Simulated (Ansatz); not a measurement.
Geometry optimisation, RKS B3LYP/def2-SVP (Ansatz).

input.yaml

```yaml
crystal:
  periodic: [false, false, false]
  atoms:
    - { symbol: Si, position_ang: [0.354787, 0.045503, 0.017752] }
    - { symbol: C, position_ang: [0.781345, -0.054685, 1.82596] }
    - { symbol: H, position_ang: [-0.038738, -0.127361, 2.557632] }
    - { symbol: H, position_ang: [1.439045, -0.927333, 1.961393] }
    - { symbol: H, position_ang: [1.372821, 0.846904, 2.055371] }
    - { symbol: H, position_ang: [1.774529, 0.16257, -0.299991] }
    - { symbol: Si, position_ang: [-0.992272, 1.834138, -0.710443] }
    - { symbol: H, position_ang: [-2.434717, 1.431754, -0.641952] }
    - { symbol: H, position_ang: [-0.763395, 3.021021, 0.180976] }
    - { symbol: H, position_ang: [-0.643788, 2.204411, -2.122008] }
    - { symbol: Cl, position_ang: [-0.446418, -1.735023, -0.743789] }
basis:
  gaussian: { orbitals: def2-SVP }
hamiltonian:
  xc: b3lyp
relax:
  f_tol: 0.03
  max_steps: 50
```

Run as:

```bash
$ ansatz run input.yaml --threads 2 --pin off --max-ram 3072MiB --backend cpu --events-out ev --progress --plain --runs-dir out
```

Problem. Where does it end, and by what steps?

Solution. The forces met the threshold. The force dipped under the threshold on the way, but the program's further checks kept it going. After 11 steps the energy has fallen by 0.296 eV; H8 moved furthest, 0.57 Å.

```
step  energy less start (eV)  largest force component (eV/Å)  accepted
   0                  0.0000                           1.206       yes
   1                 -0.1994                           0.312       yes
   2                 -0.2502                           0.272       yes
   3                 -0.2712                           0.145       yes
   4                 -0.2667                           0.434        no
   5                 -0.2793                           0.121       yes
   6                 -0.2872                           0.066       yes
   7                 -0.2899                           0.200       yes
   8                 -0.2925                           0.084       yes
   9                 -0.2947                           0.010       yes
  10                 -0.2954                           0.036       yes
  11                 -0.2955                           0.024       yes
```

```xyz
11
Properties=species:S:1:pos:R:3
Si 0.542 0.102 -0.011
C 0.689 -0.090 1.855
H -0.296 -0.259 2.318
H 1.341 -0.942 2.105
H 1.128 0.822 2.293
H 1.895 0.309 -0.605
Si -0.926 1.826 -0.659
H -2.290 1.563 -0.109
H -0.447 3.143 -0.134
H -1.011 1.906 -2.147
Cl -0.223 -1.679 -0.825
```

Whether the end is a true minimum wasn't checked by a vibrational analysis.

Run time: 56 s on 2 threads of Arm Neoverse N1, on a shared host, peak memory 0.22 GiB.
